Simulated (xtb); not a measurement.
CeO2, triplet, at a GFN2-xTB geometry (such geometries of metal compounds can be far from the true shape) (GFN-xTB holds the 4f electrons in the core, so unpaired electrons go into valence orbitals and the state isn't the physical one) (the multiplicity is a formal guess). Base run: GFN1-xTB (xtb 6.7.1).

xtb was given this input:
```
$ xtb mol.xyz --gfn 1 --uhf 2 --json

# file mol.xyz
3

Ce    -0.16924966     0.08770245    -0.18012469
O      1.87597302    -0.06772443    -0.41145043
O     -0.64891296    -0.56811834     1.71735447
```

The base run was repeated with changes; each row names its change, and settings that it needs were set with it.

| change | ΔE vs base (kcal/mol) | dipole (D) | SCF cycles |
|---|---|---|---|
| base | 0.000 | 9.02 | 82 |
| etemp = 5000 | -29.25 | 8.46 | 112 |
| acc = 30 | 0.000 | 9.02 | 80 |
